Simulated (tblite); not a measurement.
Compound: C5H11FO2Si.
Atom-mapped SMILES: `[CH3:1][O:2]/[CH:3]=[C:4](/[CH3:5])[O:6][SiH2:7][CH2:8][F:9]` (hydrogens: H10, H11, H12 on C1; H13 on C3; H14, H15, H16 on C5; H17, H18 on Si7; H19, H20 on C8)

Cartesian coordinates in Å at the GFN2-xTB level; atoms count from 1:
```
atom  x, y, z in Å
C1     2.493   -1.372    0.332
O2     1.456   -0.464    0.623
C3     1.449    0.675   -0.147
C4     0.297    1.190   -0.563
C5     0.175    2.469   -1.329
O6    -0.882    0.583   -0.300
Si7   -1.140   -0.851    0.436
C8    -3.045   -0.913    0.258
F9    -3.521   -2.074    0.841
H10    2.400   -2.184    1.050
H11    2.400   -1.771   -0.684
H12    3.472   -0.894    0.442
H13    2.405    1.133   -0.359
H14    1.155    2.875   -1.558
H15   -0.390    3.195   -0.746
H16   -0.370    2.290   -2.254
H17   -0.601   -1.995   -0.301
H18   -0.817   -0.855    1.857
H19   -3.552   -0.091    0.768
H20   -3.390   -0.935   -0.778
```

Computed values, GFN2-xTB/tblite, gas phase, harmonic and unscaled. The method is semi-empirical: single wavenumbers can be off by several per cent or more. Modes of hydrogen on silicon can be 10 to 20 % off. One conformer, not necessarily the lowest.

Harmonic wavenumbers (cm⁻¹): 51.1, 59.0, 85.3, 97.2, 110.3, 125.7, 138.6, 151.9, 223.9, 258.7, 307.4, 341.6, 412.6, 500.1, 535.5, 575.1, 654.7, 711.7, 747.9, 767.0, 771.8, 774.1, 800.7, 976.8, 1007.8, 1028.7, 1031.2, 1038.0, 1114.6, 1127.5, 1185.1, 1202.4, 1221.4, 1278.4, 1297.5, 1391.5, 1400.7, 1454.0, 1457.1, 1464.0, 1472.9, 1478.0, 1735.1, 2245.8, 2310.5, 2927.6, 2943.6, 2956.4, 2964.8, 3011.9, 3027.5, 3035.0, 3057.0, 3064.6.

A = 1916, B = 789.4, C = 574.6 MHz; mass 150.051 u (most abundant isotopes); point group C1, symmetry number 1.

Q: Zero-point energy?

A: Half the sum of the wavenumbers: 33055 cm⁻¹ = 395.42 kJ/mol.

Q: What is S at 298.15 K and 1 bar for an ideal gas of classical rigid rotors and harmonic oscillators?

A: Translation 171.35, rotation 126.75, vibration 166.39: S = 464.5 J/(mol K).

Q: And Cp and H(298.15 K) − H(0)?

A: Cp = 185.71 J/(mol K), of which vibrations give 152.45 (their classical limit is 54 R = 449.0); H(298.15 K) − H(0) = 34.98 kJ/mol without the zero-point energy, 25.06 from vibrations.

Q: Blend soft modes into free rotors: weight 1/[1 + (100 cm⁻¹/ν̃)⁴] for the oscillator and the rest for a rotor with moment μB/(μ + B), μ = h/(8π²ν), B = 10⁻⁴⁴ kg m². What vibrational entropy results?

A: 152.27 J/(mol K) in place of 166.39, which changes −T·S at 298.15 K by +4.21 kJ/mol.

Q: Which modes carry the vibrational entropy at 298.15 K?

A: 51.1 cm⁻¹: 19.98; 59.0 cm⁻¹: 18.79; 85.3 cm⁻¹: 15.75; 97.2 cm⁻¹: 14.68; 110.3 cm⁻¹: 13.66; 125.7 cm⁻¹: 12.60 J/(mol K); the other 48 give 70.94 together.

Q: What must be added to the electronic energy to get the Gibbs energy at 298.15 K and 1 bar?

A: ZPE + [H(298.15 K) − H(0)] − T·S = 395.42 + 34.98 − 138.49 = 291.91 kJ/mol.

Q: How do the functions run with temperature in this model?

A: 
```json
{"T (K)": "50", "S (J/(mol K))": "258.1", "Cp (J/(mol K))": "68.9", "H − H(0) (kJ/mol)": "2.34", "G − H(0) (kJ/mol)": "-10.57", "ln q(vib)": "0.72"}
{"T (K)": "100", "S (J/(mol K))": "316.5", "Cp (J/(mol K))": "100.1", "H − H(0) (kJ/mol)": "6.63", "G − H(0) (kJ/mol)": "-25.02", "ln q(vib)": "2.60"}
{"T (K)": "373.15", "S (J/(mol K))": "509.6", "Cp (J/(mol K))": "217.1", "H − H(0) (kJ/mol)": "50.10", "G − H(0) (kJ/mol)": "-140.06", "ln q(vib)": "12.39"}
{"T (K)": "500", "S (J/(mol K))": "579.8", "Cp (J/(mol K))": "263.1", "H − H(0) (kJ/mol)": "80.66", "G − H(0) (kJ/mol)": "-209.22", "ln q(vib)": "16.41"}
{"T (K)": "750", "S (J/(mol K))": "699.7", "Cp (J/(mol K))": "327.9", "H − H(0) (kJ/mol)": "155.14", "G − H(0) (kJ/mol)": "-369.62", "ln q(vib)": "23.73"}
{"T (K)": "1000", "S (J/(mol K))": "800.2", "Cp (J/(mol K))": "370.2", "H − H(0) (kJ/mol)": "242.75", "G − H(0) (kJ/mol)": "-557.45", "ln q(vib)": "30.35"}
```

q(vib) and H(0) count from the zero-point level.

Hindered rotation and anharmonicity are outside this model. Other conformers, if any are populated, would add a mixing term that is left out. The structure is chiral; the term R ln 2 for an equal mix with its mirror image is left out.
